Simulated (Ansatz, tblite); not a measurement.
Cost and result up the ladder for K₂Te (the lowest singlet isomer of a short search) (3 atoms). Charge 0, multiplicity 1. Geometry: PBE-D4/def2-TZVP.

Cartesian coordinates in Å:
```
K 0.2685 1.9160 -1.8953
K 0.7506 -2.0642 1.5846
Te -1.0191 0.1482 0.3107
```

Ansatz on 4 threads of Arm Neoverse V1 on a shared host; xTB runs through tblite on one thread. Times are rough, summed over both states, and most runs start from the orbitals of an earlier one. CCSD(T)/def2-TZVPP serves as the yardstick here, not as an exact answer. The other state is a triplet at its own geometry, which has other bonds, so the gap mixes isomer and spin.

In the def2 sets Te takes a core potential; there is no spin–orbit coupling. The xTB rows come from tblite. LC-ωPBE has ω = 0.4 bohr⁻¹. Correlated methods freeze 14 core orbitals; core or outer-core shells of K, Te are correlated, in sets that lack core-valence functions. At PBE0-D4/def2-TZVP a singlet of charge 0 lies 1.12 eV below the triplet, each at its own geometry. The structure comes from a short search, and lower isomers may exist.

Correlated methods converge slowly with the basis.

xTB has no spin-polarisation term.

| level | functions | wall time |
| --- | --- | --- |
| GFN1-xTB | 17 | 0.004 s |
| GFN2-xTB | 17 | 0.005 s |
| LDA (SPW92)/def2-TZVP | 116 | 2.2 s |
| MP2/def2-TZVP | 116 | 2.6 s |
| PBE-D4/def2-TZVP | 116 | 4 s |
| RPA@PBE/def2-TZVP | 116 | 6.6 s |
| LC-ωPBE/def2-TZVP (with forces) | 116 | 8.8 s |
| r2SCAN-D4/def2-TZVP | 116 | 10 s |
| r2SCANh-D4/def2-TZVP | 116 | 11 s |
| PBE0-D4/def2-TZVP | 116 | 14 s |
| r2SCAN0-D4/def2-TZVP | 116 | 15 s |
| CCSD(T)/def2-TZVPP | 116 | 15 s |
| ωB97M-V/def2-TZVP | 116 | 25 s |

**Question.** Estimate what each level gives for the triplet − singlet (eV).

**Answer.** 
```json
{"level": "GFN1-xTB", "triplet − singlet (eV)": "1.27", "difference from CCSD(T)/def2-TZVPP (eV)": "0.16"}
{"level": "GFN2-xTB", "triplet − singlet (eV)": "0.77", "difference from CCSD(T)/def2-TZVPP (eV)": "-0.34"}
{"level": "LDA (SPW92)/def2-TZVP", "triplet − singlet (eV)": "1.44", "difference from CCSD(T)/def2-TZVPP (eV)": "0.33"}
{"level": "MP2/def2-TZVP", "triplet − singlet (eV)": "1.24", "difference from CCSD(T)/def2-TZVPP (eV)": "0.13"}
{"level": "PBE-D4/def2-TZVP", "triplet − singlet (eV)": "1.18", "difference from CCSD(T)/def2-TZVPP (eV)": "0.08"}
{"level": "RPA@PBE/def2-TZVP", "triplet − singlet (eV)": "0.88", "difference from CCSD(T)/def2-TZVPP (eV)": "-0.23"}
{"level": "LC-ωPBE/def2-TZVP (with forces)", "triplet − singlet (eV)": "1.06", "difference from CCSD(T)/def2-TZVPP (eV)": "-0.05"}
{"level": "r2SCAN-D4/def2-TZVP", "triplet − singlet (eV)": "1.20", "difference from CCSD(T)/def2-TZVPP (eV)": "0.09"}
{"level": "r2SCANh-D4/def2-TZVP", "triplet − singlet (eV)": "1.17", "difference from CCSD(T)/def2-TZVPP (eV)": "0.06"}
{"level": "PBE0-D4/def2-TZVP", "triplet − singlet (eV)": "1.12", "difference from CCSD(T)/def2-TZVPP (eV)": "0.02"}
{"level": "r2SCAN0-D4/def2-TZVP", "triplet − singlet (eV)": "1.14", "difference from CCSD(T)/def2-TZVPP (eV)": "0.03"}
{"level": "CCSD(T)/def2-TZVPP", "triplet − singlet (eV)": "1.11", "difference from CCSD(T)/def2-TZVPP (eV)": "0.00"}
{"level": "ωB97M-V/def2-TZVP", "triplet − singlet (eV)": "1.28", "difference from CCSD(T)/def2-TZVPP (eV)": "0.18"}
```
